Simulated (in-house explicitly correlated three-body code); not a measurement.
Computed with an exponentially correlated three-body code. Model: two electrons around a point charge, non-relativistic, variational in 260 exponentially correlated functions (energies converged to about 1e-7 hartree, or 1e-8 relative for large Z).

Command:
```bash
python run_hyl.py task.json out
```
Settings (lengths in bohr, energies in hartree):
```
Z                      9
screening              0.09
interaction_strength   1
functions              260
states_tried           13
```

Cost of the run: 55 s on 1 thread of Intel(R) Xeon(R) Platinum 8375C CPU @ 2.90GHz (Ice Lake) (shared host).

**Those bound S and P states to n = 4 that converged, binding against the one-electron ion.**

Given: nuclear charge 9; Yukawa screening of all interactions 0.09 1/bohr.

Computed: one-electron threshold -39.696035 hartree.

```json
{"term": "1 1S", "energy (hartree)": "-74.0132771", "binding (eV)": "933.82"}
{"term": "2 3S", "energy (hartree)": "-47.4800509", "binding (eV)": "211.81"}
{"term": "2 3P", "energy (hartree)": "-47.1636632", "binding (eV)": "203.2"}
{"term": "2 1S", "energy (hartree)": "-47.1512892", "binding (eV)": "202.87"}
{"term": "2 1P", "energy (hartree)": "-46.9362005", "binding (eV)": "197.01"}
{"term": "3 3S", "energy (hartree)": "-42.7151847", "binding (eV)": "82.155"}
{"term": "3 1S", "energy (hartree)": "-42.6291379", "binding (eV)": "79.814"}
{"term": "3 3P", "energy (hartree)": "?", "binding (eV)": "?"}
{"term": "3 1P", "energy (hartree)": "-42.5648509", "binding (eV)": "78.064"}
{"term": "4 3S", "energy (hartree)": "?", "binding (eV)": "?"}
{"term": "4 1S", "energy (hartree)": "-41.0837383", "binding (eV)": "37.761"}
{"term": "4 3P", "energy (hartree)": "-41.0805967", "binding (eV)": "37.676"}
{"term": "4 1P", "energy (hartree)": "-41.055672", "binding (eV)": "36.998"}
```

Q: What belongs in the row 3 3P?

A: energy (hartree): -42.6271037; binding (eV): 79.758.

Q: What belongs in the row 4 3S?

A: energy (hartree): -41.1176848; binding (eV): 38.685.

**Converged states only, values per electron or pair (inverse distances are <exp(-kr)/r>).**

```json
{"term": "1 1S", "mean r (bohr)": "0.17397", "mean r squared (bohr²)": "0.04058", "mean inverse r (1/bohr)": "8.5976", "mean r12 (bohr)": "0.25641", "mean inverse r12 (1/bohr)": "5.2231", "mean cosine": "-0.014752", "mean p1 dot p2 (bohr⁻²)": "1.0837", "delta r1 (bohr⁻³)": "215.31", "delta r12 (bohr⁻³)": "23.244"}
{"term": "2 3S", "mean r (bohr)": "0.43921", "mean r squared (bohr²)": "0.31362", "mean inverse r (1/bohr)": "5.4411", "mean r12 (bohr)": "0.73945", "mean inverse r12 (1/bohr)": "1.5062", "mean cosine": "-0.0049406", "mean p1 dot p2 (bohr⁻²)": "0.08182", "delta r1 (bohr⁻³)": "127.85", "delta r12 (bohr⁻³)": "-"}
{"term": "2 3P", "mean r (bohr)": "0.38879", "mean r squared (bohr²)": "0.24277", "mean inverse r (1/bohr)": "5.4221", "mean r12 (bohr)": "0.64978", "mean inverse r12 (1/bohr)": "1.7901", "mean cosine": "-0.071959", "mean p1 dot p2 (bohr⁻²)": "-5.048", "delta r1 (bohr⁻³)": "115.08", "delta r12 (bohr⁻³)": "-"}
{"term": "2 1S", "mean r (bohr)": "0.45194", "mean r squared (bohr²)": "0.33554", "mean inverse r (1/bohr)": "5.4192", "mean r12 (bohr)": "0.75675", "mean inverse r12 (1/bohr)": "1.7711", "mean cosine": "-0.0075823", "mean p1 dot p2 (bohr⁻²)": "0.094684", "delta r1 (bohr⁻³)": "127.13", "delta r12 (bohr⁻³)": "4.0159"}
{"term": "2 1P", "mean r (bohr)": "0.39886", "mean r squared (bohr²)": "0.25744", "mean inverse r (1/bohr)": "5.4053", "mean r12 (bohr)": "0.6453", "mean inverse r12 (1/bohr)": "1.9437", "mean cosine": "0.050426", "mean p1 dot p2 (bohr⁻²)": "4.8438", "delta r1 (bohr⁻³)": "116.22", "delta r12 (bohr⁻³)": "1.0728"}
{"term": "3 3S", "mean r (bohr)": "0.90205", "mean r squared (bohr²)": "1.5407", "mean inverse r (1/bohr)": "4.8634", "mean r12 (bohr)": "1.649", "mean inverse r12 (1/bohr)": "0.6902", "mean cosine": "-0.0016298", "mean p1 dot p2 (bohr⁻²)": "0.023777", "delta r1 (bohr⁻³)": "119.38", "delta r12 (bohr⁻³)": "-"}
{"term": "3 1S", "mean r (bohr)": "0.92087", "mean r squared (bohr²)": "1.6126", "mean inverse r (1/bohr)": "4.8576", "mean r12 (bohr)": "1.6847", "mean inverse r12 (1/bohr)": "0.75966", "mean cosine": "-0.0024009", "mean p1 dot p2 (bohr⁻²)": "0.029493", "delta r1 (bohr⁻³)": "119.23", "delta r12 (bohr⁻³)": "1.1575"}
{"term": "3 3P", "mean r (bohr)": "0.85827", "mean r squared (bohr²)": "1.4026", "mean inverse r (1/bohr)": "4.858", "mean r12 (bohr)": "1.5639", "mean inverse r12 (1/bohr)": "0.76463", "mean cosine": "-0.01721", "mean p1 dot p2 (bohr⁻²)": "-1.1665", "delta r1 (bohr⁻³)": "115.78", "delta r12 (bohr⁻³)": "-"}
{"term": "3 1P", "mean r (bohr)": "?", "mean r squared (bohr²)": "?", "mean inverse r (1/bohr)": "?", "mean r12 (bohr)": "?", "mean inverse r12 (1/bohr)": "?", "mean cosine": "?", "mean p1 dot p2 (bohr⁻²)": "?", "delta r1 (bohr⁻³)": "?", "delta r12 (bohr⁻³)": "?"}
{"term": "4 3S", "mean r (bohr)": "1.5676", "mean r squared (bohr²)": "4.9731", "mean inverse r (1/bohr)": "4.6642", "mean r12 (bohr)": "2.9748", "mean inverse r12 (1/bohr)": "0.36777", "mean cosine": "-0.00068912", "mean p1 dot p2 (bohr⁻²)": "0.0096925", "delta r1 (bohr⁻³)": "117.37", "delta r12 (bohr⁻³)": "-"}
{"term": "4 1S", "mean r (bohr)": "1.5934", "mean r squared (bohr²)": "5.1488", "mean inverse r (1/bohr)": "4.6618", "mean r12 (bohr)": "3.0258", "mean inverse r12 (1/bohr)": "0.39492", "mean cosine": "-0.001007", "mean p1 dot p2 (bohr⁻²)": "0.012337", "delta r1 (bohr⁻³)": "117.32", "delta r12 (bohr⁻³)": "0.47099"}
{"term": "4 3P", "mean r (bohr)": "?", "mean r squared (bohr²)": "?", "mean inverse r (1/bohr)": "?", "mean r12 (bohr)": "?", "mean inverse r12 (1/bohr)": "?", "mean cosine": "?", "mean p1 dot p2 (bohr⁻²)": "?", "delta r1 (bohr⁻³)": "?", "delta r12 (bohr⁻³)": "-"}
{"term": "4 1P", "mean r (bohr)": "1.5509", "mean r squared (bohr²)": "4.9027", "mean inverse r (1/bohr)": "4.66", "mean r12 (bohr)": "2.9403", "mean inverse r12 (1/bohr)": "0.41477", "mean cosine": "0.0046173", "mean p1 dot p2 (bohr⁻²)": "0.46705", "delta r1 (bohr⁻³)": "116.01", "delta r12 (bohr⁻³)": "0.14463"}
```

Q: What belongs in the row 3 1P?

A: mean r (bohr): 0.87276; mean r squared (bohr²): 1.4548; mean inverse r (1/bohr): 4.8535; mean r12 (bohr): 1.5875; mean inverse r12 (1/bohr): 0.80898; mean cosine: 0.012064; mean p1 dot p2 (bohr⁻²): 1.2032; delta r1 (bohr⁻³): 116.03; delta r12 (bohr⁻³): 0.3436.

Q: What belongs in the row 4 3P?

A: mean r (bohr): 1.5311; mean r squared (bohr²): 4.7716; mean inverse r (1/bohr): 4.6619; mean r12 (bohr): 2.9027; mean inverse r12 (1/bohr): 0.3969; mean cosine: -0.0066143; mean p1 dot p2 (bohr⁻²): -0.44285; delta r1 (bohr⁻³): 115.92.

**Electric-dipole lines between converged S and P states, rate of the upper state's decay.**

```csv
s state,p state,p minus s (eV),oscillator strength from s,rate (1/s)
1 1S,2 1P,736.8,0.7086,5.5641e+12
1 1S,3 1P,855.76,0.1462,1.5486e+12
1 1S,4 1P,896.82,0.053624,6.2382e+11
2 1S,2 1P,5.8529,0.060896,3.0173e+07
2 1S,3 1P,124.8,0.3767,8.4867e+10
2 1S,4 1P,165.87,0.092133,3.6664e+10
3 1S,2 1P,?,?,?
3 1S,3 1P,1.7493,0.1102,4.8776e+06
3 1S,4 1P,42.816,0.40315,1.069e+10
4 1S,2 1P,-159.25,-0.011703,1.2879e+10
4 1S,3 1P,-40.303,-0.12345,8.7014e+09
4 1S,4 1P,0.76373,0.16386,1.3824e+06
2 3S,2 3P,8.6093,0.084356,9.0436e+07
2 3S,3 3P,?,?,?
2 3S,4 3P,174.14,0.088269,3.8715e+10
3 3S,2 3P,-121.05,-0.056872,3.6161e+10
3 3S,3 3P,2.3968,0.14538,1.208e+07
3 3S,4 3P,44.479,0.37874,1.0838e+10
4 3S,2 3P,-164.52,-0.011877,1.3949e+10
4 3S,3 3P,-41.073,-0.13059,9.5595e+09
4 3S,4 3P,1.0092,0.21041,3.0997e+06
```

Q: What belongs in the row 3 1S 2 1P?

A: p minus s (eV): -117.2; oscillator strength from s: -0.054752; rate (1/s): 3.2634e+10.

Q: What belongs in the row 2 3S 3 3P?

A: p minus s (eV): 132.06; oscillator strength from s: 0.35382; rate (1/s): 8.9246e+10.

**Static dipole response.**

| state | polarisability (bohr³) |
| --- | --- |
| 1 1S | 0.0016211 |
| 2 1S | 1.3417 |
| 2 3S | 0.86449 |
